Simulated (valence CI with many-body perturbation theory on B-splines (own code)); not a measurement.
## Basis-set convergence for Gd³²⁺

Computed by relativistic CI+MBPT: four valence electrons over a frozen Dirac-Fock core [Ar] 3d10, a basis of 9 s, 9 p, 8 d, 6 f, 3 g, 1 h functions for each j, with the one-electron correlation potential Σ1, the two-electron term Σ2, the three-electron term Σ3, Breit, model QED; selected CI, second order for the rest, scaled by the run's own slope (own B-spline code, finite nucleus).

No measured spectrum was set against this ion. As an estimate, large intervals hold to a few tenths of a per cent, small ones and those within an open d or f shell to about a per cent.

The reference run has the lowest level (4s^2 4p1/2^2) J=0 and an ionisation energy of 1322.02 eV. Its largest variational space holds 20000 state functions.

Levels are named by their leading jj configuration (3d3/2^4 stands for four electrons in 3d with j = 3/2), which in mixed levels can hold well under half, so a name can repeat and another be missing. Letters in brackets count levels of one name in rising energy.

Changed runs:
A. basis 6 s, 6 p, 5 d, 3 f, 1 g
B. basis 5 s, 5 p, 4 d, 2 f

Excitation energies of the reference run in cm⁻¹, and shifts in cm⁻¹:

| Level | Reference | A | B |
| --- | --- | --- | --- |
| (4s^2 4p1/2 4p3/2) J=1 | 322652 | -99 | -377 |
| (4s^2 4p1/2 4p3/2) J=2 | 350078 | +4.8 | +94 |
| (4s^2 4p3/2^2) J=2 | 693403 | -61 | -127 |
| (4s^2 4p3/2^2) J=0 | 754356 | +64 | +451 |
| (4s 4p1/2^2 4p3/2) J=2 | 899910 | -144 | -517 |
| (4s 4p1/2^2 4p3/2) J=1 | 994662 | +15 | +179 |
| (4s 4p1/2 4p3/2^2) J=2 [a] | 1196110 | -238 | -856 |
| (4s 4p1/2 4p3/2^2) J=3 | 1250330 | -116 | -343 |
| (4s^2 4p1/2 4d3/2) J=2 | 1266520 | -26 | +66 |
| (4s 4p1/2 4p3/2^2) J=0 | 1308100 | -18 | +94 |
| (4s 4p1/2 4p3/2^2) J=1 [a] | 1330870 | -21 | +81 |
| (4s 4p1/2 4p3/2^2) J=1 [b] | 1370400 | +88 | +542 |
| Ionisation energy (eV) | 1322.02 | -0.036 | -0.14 |
